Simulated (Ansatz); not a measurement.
`[NH2][GeH2][Cl]` + `C#C` → `C#[C][GeH2][NH2]` + HCl at 700 K and 1 bar (formal exchange of groups at a Ge–Cl bond).

Calculated with Ansatz (gas phase, PBE0-D4/def2-TZVP geometries, no zero-point term in ΔE). CCSD(T)/CBS is the MP2 limit (def2-TZVPP, def2-QZVPP) plus CCSD(T) − MP2 in def2-TZVPP, frozen cores. This one scheme is used for every species. For Ge outer-core shells are correlated without core-valence functions, which leaves a few kJ/mol of doubt a bond. Scalar relativity is left out up to krypton. One conformer a species, not always the lowest.

```
           species  CCSD(T)/CBS energy (Eh)  H − E (kJ/mol)  S (J/(mol·K))
 `[NH2][GeH2][Cl]`              -2593.05183           169.8          389.6
             `C#C`                -77.22717           102.1          244.4
`C#[C][GeH2][NH2]`              -2209.87304           229.4          431.9
               HCl               -460.38127            38.4          211.8
```

H − E and S are ideal-gas, rigid-rotor, harmonic terms from PBE0-D4/def2-TZVP, for one conformer and one mirror image of each species. 1 Eh = 2625.50 kJ/mol, R = 8.31446 J/(mol·K).

**Question.** By hand: ΔE, ΔH, ΔS and ΔG.

**Answer.** ΔE = (-2209.87304) + (-460.38127) − (-2593.05183) − (-77.22717) = 0.02469 Eh = 64.8 kJ/mol. Δ(H − E) = 229.4 + 38.4 − 169.8 − 102.1 = -4.1, so ΔH = 60.7 kJ/mol. ΔS = 431.9 + 211.8 − 389.6 − 244.4 = 9.7 J/(mol·K). ΔG = 60.7 − 700 × (9.7)/1000 = 53.9 kJ/mol.

**Question.** By hand: the equilibrium constant, and the temperature at which ΔG would vanish if ΔH and ΔS stayed fixed.

**Answer.** log₁₀ K = −ΔG/(RT ln 10) = -4.0. ΔG = 0 at ΔH/ΔS = 6258 K, far beyond where these terms or the molecules hold.

The number of gas molecules stays the same, so ΔS is small and ΔH decides. A doubt of 5 kJ/mol in ΔE shifts log₁₀ K by 0.4 here. Other conformers and mirror images would add mixing entropy, several J/(mol·K) or more a flexible species. These are equilibria of isolated gas molecules and say nothing of rates. Largest T1 diagnostic: 0.013 (customary marks: 0.02 for closed shells, 0.045 for open ones).
